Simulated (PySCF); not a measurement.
Species: C4H6OSi.
SMILES: `C#C/C=C\O[SiH3]`

Computed with TDDFT PBE0/def2-SVPD, vertical, gas phase, core orbitals frozen in the response (PySCF). Geometry: PBE0-D3(BJ)/def2-SVP, one conformer, isolated molecule. Torsions of this conformer, `[CH:1]#[C:2]/[CH:3]=[CH:4]\[O:5][SiH3:6]`: C3–C4–O5–Si6 -179°.

Orbital energies (eV): HOMO-3 -9.54, HOMO-2 -8.95, HOMO-1 -7.79, HOMO -6.49, LUMO -0.65, LUMO+1 -0.17, LUMO+2 0.60.

Computed singlets:

```tsv
state	E (eV)	f
S1	5.25	0.0004
S2	5.35	0.424
S3	5.44	0.0000
S4	5.85	0.0006
S5	6.32	0.0043
S6	6.52	0.0002
```

Assign a leading configuration to S1, S2 and S3 and set E beside the orbital difference Δε.

| state | leading configuration | weight | Δε (eV) | E (eV) | E − Δε (eV) | f | other configurations |
| --- | --- | --- | --- | --- | --- | --- | --- |
| S1 | HOMO→LUMO+1 | 0.92 | 6.32 | 5.25 | -1.07 | 0.0004 | – |
| S2 | HOMO→LUMO | 0.90 | 5.84 | 5.35 | -0.48 | 0.424 | – |
| S3 | HOMO-1→LUMO | 0.93 | 7.14 | 5.44 | -1.70 | 0.0000 | – |

E − Δε runs from -1.70 to -0.48 eV. By orbital difference alone the order would be S2, S1, S3.

H and L stand for HOMO and LUMO. The other states: S4 5.85 eV, f 0.0006, H→L+3 (57%), H→L+4 (16%), H→L+2 (11%); S5 6.32 eV, f 0.0043, H→L+2 (85%), H→L+3 (11%); S6 6.52 eV, f 0.0002, H→L+4 (73%), H→L+3 (22%).

Summed over the main configurations (up to three a state, each over 8%) of all 6 singlets, the electron leaves HOMO with weight 4.56 and HOMO-1 with weight 0.93.
